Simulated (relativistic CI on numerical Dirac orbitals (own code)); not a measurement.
# Radial parameters of Cr9+

Method of calculation: Dirac-Coulomb-Breit CI, orbitals from a KLI potential per configuration, model QED (radiative potential, 1s self-energy scaled to tabulated hydrogen-like ionisation energies), unscaled Slater integrals (own radial code, finite nucleus).

Slater integrals F^k, G^k are unscaled and averaged over j, outside the closed core [Ne]; ζ comes from projecting the Hamiltonian with its Breit term on Σ l·s of the shell.

- 3s2 3p3: F^2(3p,3p) = 123570, ζ(3p) = 7449.7 cm⁻¹; <r>(3p) = 0.8134, <r^2>(3p) = 0.7625 (bohr units).
- 3s 3p4: F^2(3p,3p) = 123430, G^1(3s,3p) = 162180, ζ(3p) = 7437.8 cm⁻¹; <r>(3s) = 0.8043, <r^2>(3s) = 0.7361, <r>(3p) = 0.8143, <r^2>(3p) = 0.7642 (bohr units).
- 3s2 3p2 3d: F^2(3p,3p) = 123420, ζ(3p) = 7457.1, F^2(3p,3d) = 121190, G^1(3p,3d) = 142330, G^3(3p,3d) = 91122, ζ(3d) = 484.96 cm⁻¹; <r>(3p) = 0.8144, <r^2>(3p) = 0.7644, <r>(3d) = 0.7914, <r^2>(3d) = 0.7343 (bohr units).

Averages of the first 10 configurations, taken without configuration mixing, which lowers the lowest level and can move excited configurations by several eV; other configurations of the list can lie among them:

```csv
Configuration,Parity,States,Average energy above the lowest level (eV)
3s2 3p3,odd,20,9.1
3s 3p4,even,30,43.2
3s2 3p2 3d,even,150,56.9
3p5,odd,6,82.8
3s 3p3 3d,odd,400,88.5
3p4 3d,even,150,125.7
3s 3p2 3d2,even,1350,135.5
3s2 3p2 4s,even,30,122.3
3s2 3p2 4p,odd,90,134.0
3s2 3p 3d 4p,even,360,182.1
```
